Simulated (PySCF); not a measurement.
## Tellurium: a sound run and one with changed settings

Sound run: Te [Kr] 4d10 5s2 5p4, Te⁺ [Kr] 4d10 5s2 5p3. All numbers are calculated (PySCF 2.14, scalar relativity through the core potential, in def2-SVP with the def2 core potential (28 electrons) (4s4p2d, 26 functions)). In the sound run the correlated levels freeze 4s2 4p6 4d10 outside the core potential. The sound run starts from symmetry-adapted Hartree-Fock orbitals and uses a fine grid where one is needed.

Changed run: initial guess atom, at most 50 SCF cycles.

```json
{"species": "Te", "method": "UHF", "sound run (hartree)": "-266.99681", "changed run (hartree)": "-266.99681", "converged": "yes"}
{"species": "Te", "method": "PBE", "sound run (hartree)": "-267.96343", "changed run (hartree)": "-267.96343", "converged": "yes"}
{"species": "Te", "method": "CCSD(T)", "sound run (hartree)": "-267.07121", "changed run (hartree)": "-267.07121", "converged": "yes"}
{"species": "Te⁺", "method": "LDA", "sound run (hartree)": "-267.24506", "changed run (hartree)": "-267.24506", "converged": "yes"}
{"species": "Te⁺", "method": "MP2", "sound run (hartree)": "-266.76035", "changed run (hartree)": "-266.76035", "converged": "yes"}
```

Here the plain start reaches the same solutions.
